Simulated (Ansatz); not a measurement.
Cost and result up the ladder for Be₁₃O₁₃, a nanocrystal cut from zinc blende BeO (bare) (26 atoms). Total charge 0; singlet. Geometry: PBE-D4/def2-SVP.

| atom | x (Å) | y (Å) | z (Å) |
| --- | --- | --- | --- |
| O1 | 0.4975 | -1.8540 | 0.6639 |
| O2 | -1.3809 | -2.2452 | -1.1919 |
| O3 | -2.0776 | -2.3029 | 1.4690 |
| O4 | -1.0392 | 0.2138 | 1.7321 |
| O5 | -2.8799 | -0.2282 | -0.1500 |
| O6 | 1.2582 | -1.7883 | -1.8939 |
| O7 | 3.1317 | -1.4015 | 0.0833 |
| O8 | 1.6189 | 0.6735 | 1.0253 |
| O9 | 2.3521 | 0.6773 | -1.5416 |
| O10 | -0.4493 | 0.4029 | -1.4263 |
| O11 | -1.7663 | 2.2814 | 0.2083 |
| O12 | 0.8266 | 2.7300 | -0.4812 |
| O13 | 0.1201 | 2.6508 | 2.1765 |
| Be14 | -0.9716 | -2.4705 | 0.5059 |
| Be15 | 1.8153 | -1.9882 | -0.2354 |
| Be16 | -0.0848 | -2.3399 | -1.8416 |
| Be17 | 0.4254 | -0.3819 | 1.3513 |
| Be18 | -1.6464 | -0.6772 | -1.0578 |
| Be19 | -2.1867 | -0.8356 | 1.3504 |
| Be20 | -1.0109 | 1.8146 | 1.7289 |
| Be21 | -2.7225 | 1.2092 | -0.0083 |
| Be22 | 1.0467 | -0.2109 | -1.7738 |
| Be23 | 2.7020 | 0.0103 | 0.0504 |
| Be24 | 1.0910 | 2.1781 | 1.1702 |
| Be25 | 1.8403 | 1.9988 | -1.2218 |
| Be26 | -0.5099 | 1.8836 | -0.6919 |

Ansatz on 2 threads of AMD EPYC 7R13 on a shared host and a share (18 GiB) of an NVIDIA H100 80GB HBM3. Times are rough, and most runs start from the orbitals of an earlier one. CAM-B3LYP-D4/def2-TZVP serves as the yardstick here, not as an exact answer. Differences are given only for rows in sets of like size (and for xTB, whose basis is part of the method), since another set adds its own error. Binding counts from free atoms at the same level (O triplet, Be singlet; other spins of the atoms weren't run), without zero-point energy or a counterpoise term.

B3LYP takes the VWN-RPA correlation. HSE06 is defined as in plane-wave codes, on full-range PBE exchange. Correlated methods freeze 13 core orbitals. The rows differ in basis, and correlated rows in double-zeta sets carry the largest basis error. Single mean-field runs in def2-TZVP are fitted with def2-universal-jkfit.

Correlated methods converge slowly with the basis, most of all in double-zeta sets.

| level | functions | wall time |
| --- | --- | --- |
| HF/6-31G | 234 | 2.2 s |
| PBE0-D4/def2-TZVP | 650 | 3.4 s |
| B3LYP-D4/6-31G | 234 | 3.4 s |
| PBE-D4/def2-TZVP | 650 | 3.7 s |
| PBE-D4/def2-SVP | 299 | 4.2 s |
| PBE0-D4/def2-SVP | 299 | 4.3 s |
| RPA@PBE/def2-SVP | 299 | 4.7 s |
| r2SCAN-D4/def2-TZVP (with forces) | 650 | 6 s |
| CAM-B3LYP-D4/def2-TZVP | 650 | 6.5 s |
| HSE06-D4/def2-TZVP | 650 | 6.5 s |
| B3LYP-D4/def2-TZVP (with forces) | 650 | 7 s |
| CCSD(T)/def2-SVP | 299 | 48 s |

Problem. Estimate what each level gives for the binding energy per atom (eV).

Solution. 
```csv
level,binding energy per atom (eV),difference from CAM-B3LYP-D4/def2-TZVP (eV)
HF/6-31G,3.67,–
PBE0-D4/def2-TZVP,5.24,-0.08
B3LYP-D4/6-31G,5.14,–
PBE-D4/def2-TZVP,5.41,0.09
PBE-D4/def2-SVP,5.46,–
PBE0-D4/def2-SVP,5.26,–
RPA@PBE/def2-SVP,4.36,–
r2SCAN-D4/def2-TZVP (with forces),5.37,0.05
CAM-B3LYP-D4/def2-TZVP,5.32,0.00
HSE06-D4/def2-TZVP,5.24,-0.08
B3LYP-D4/def2-TZVP (with forces),5.27,-0.06
CCSD(T)/def2-SVP,4.66,–
```
